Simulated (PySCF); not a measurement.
# Broadened absorption spectrum of C6H3Cl2F

Species: C6H3Cl2F.
SMILES: `C(F)C#CC#CC(Cl)Cl`

Method used: PySCF, TDDFT CAM-B3LYP/def2-SVPD, vertical, gas phase, core orbitals frozen in the response. Geometry: GFN2-xTB; no solvent, vibrations or thermal averaging.

Computed states:

```csv
state,E (eV),f
S1,4.28,0.0001
S2,4.61,0.0013
S3,4.75,0.0010
S4,6.29,0.0015
S5,6.45,0.343
S6,6.51,0.156
S7,6.51,0.0075
S8,6.82,0.990
```

Each state is given a Gaussian of 0.4 eV full width at half maximum, with ε(max) = 2.175×10⁸ f / Δν̃ (Δν̃ the width in cm⁻¹). The width is an assumption, not a result. The curve ends short of the highest state used, and states not computed would add to its high-energy end.

Task: What does the envelope look like, and where are its maxima?

Result: 
λ (nm), ε (L mol⁻¹ cm⁻¹) and a bar:
```
    199.3      11849 ##############################
    201.8       5542 ##############
    204.3       2187 ######
    206.8        736 ##
    209.3        214 #
    211.8         55 
    214.3         12 
    216.8          3 
    219.3          0 
    221.8          0 
    224.3          0 
    226.8          0 
    229.3          0 
    231.8          0 
    234.3          0 
    236.8          1 
    239.3          3 
    241.8          6 
    244.3         12 
    246.8         22 
    249.3         36 
    251.8         55 
    254.3         76 
    256.8         98 
    259.3        119 
    261.8        134 
    264.3        143 
    266.8        144 
    269.3        137 
    271.8        124 
    274.3        108 
    276.8         89 
    279.3         71 
    281.9         54 
    284.4         40 
    286.9         29 
    289.4         21 
    291.9         15 
    294.4         11 
    296.9          8 
    299.4          6 
    301.9          4 
    304.4          3 
    306.9          2 
    309.4          1 
    311.9          1 
    314.4          1 
    316.9          0 
    319.4          0 
    321.9          0 
    324.4          0 
    326.9          0 
    329.4          0 
    331.9          0 
    334.4          0 
    336.9          0
```

Maxima: 266 nm (4.66 eV), ε about 140, made up of S2 (58%) and S3 (42%) (ε in L mol⁻¹ cm⁻¹; maxima over ε = 5, shares over 10%). At its high-energy end, 6.22 eV, the curve is still rising (ε about 12000, from S5 and S6).

Task: Coming from long wavelengths, where does ε first pass 100 L mol⁻¹ cm⁻¹?

Result: At about 275 nm (4.50 eV), 0.22 eV above S1.

Task: What would ε be at 4.66 eV, the highest of these maxima, with half the width (0.2 eV)?

Result: About 227 L mol⁻¹ cm⁻¹ against 145, a factor of about 1.6; a lone state at its own centre would give exactly 2.

Task: On this curve, what absorbance would a 10⁻⁴ mol/L sample give at 280 nm over a 1 cm path?

Result: 280 nm is 4.428 eV, where ε is about 66 L mol⁻¹ cm⁻¹, so A = ε c l ≈ 0.0066 (Beer–Lambert, with the gas-phase spectrum and the assumed width).

Hardware: one thread of an Intel Xeon at 2.50 GHz, no GPU, shared host. Cost: 2.3 min wall, 2.0 min CPU, 1.0 GiB resident at most.
